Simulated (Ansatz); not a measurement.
`CC(=O)[Te][SiH3]` and `CC(=O)O[SiH3]` differ in one atom or group.

Ansatz, PBE0-D4/def2-TZVP geometries, multiplicity 1. Each molecule was computed in one conformer, which needn't be the lowest.

Elements past krypton have def2 core potentials.

```csv
property,`CC(=O)[Te][SiH3]`
size of the dipole moment (ωB97M-V/def2-TZVPP) / D,2.83
HOMO energy (PBE/def2-TZVPP) / eV,-5.65
HOMO–LUMO gap (PBE0/def2-TZVPP) / eV,5.70
size of the dipole moment (B3LYP/def2-TZVPP) / D,2.75
HOMO energy (PBE0/def2-TZVPP) / eV,-6.66
size of the dipole moment (PBE/def2-TZVPP) / D,2.54
```

(1) What does the change do to each property? (Estimate.)

## Answers

(1) Computed: 
```tsv
property	`CC(=O)O[SiH3]`	shift
size of the dipole moment (ωB97M-V/def2-TZVPP) / D	1.82	-1.01
HOMO energy (PBE/def2-TZVPP) / eV	-6.61	-0.96
HOMO–LUMO gap (PBE0/def2-TZVPP) / eV	8.23	2.53
size of the dipole moment (B3LYP/def2-TZVPP) / D	1.81	-0.94
HOMO energy (PBE0/def2-TZVPP) / eV	-8.28	-1.62
size of the dipole moment (PBE/def2-TZVPP) / D	1.76	-0.78
```

With PBE0 the HOMO falls by 1.62 eV and the LUMO rises by 0.91 eV, so the gap widens by about 2.53 eV. PBE moves the HOMO by -0.96 eV and ωB97M-V by -2.03 eV. Dipoles are sizes alone; their direction can turn.

B3LYP here is the variant with VWN-RPA as its local correlation; programs differ in this.

Spin–orbit coupling is left out; it splits and shifts lone-pair levels of the heavy atoms by tenths of an eV.
